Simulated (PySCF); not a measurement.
**Correlation energy of Si⁺ (silicon, charge +1)**

[Ne] 3s2 3p1, 2P determinant. Calculation: PySCF 2.14, in cc-pV(T+d)Z (5s4p3d1f, 39 functions); no relativity, point nucleus. Frozen: [Ne]; 3 electrons correlated.

MP2 pair energies summed by pair of shells (mhartree):

```csv
pair,energy,share (%)
3s-3s,-22.88,55.3
3s-3p,-18.46,44.7
```

Total MP2 correlation energy: -41.34 mhartree.

Same-spin part -2.73 and opposite-spin part -38.61 mhartree; SCS-MP2 scales them by 1/3 and 6/5 to -47.24 mhartree.

```csv
level,correlation energy (mhartree)
CCSD,-58.63
(T),-1.09
CCSD(T),-59.72
```

Diagnostics: T1 = 0.014, D1 = 0.0323, largest double amplitude 0.106.

Cost of the coupled-cluster step: 0.61 s of wall time on 1 thread of Neoverse-N1 (shared host), for 3 correlated electrons.
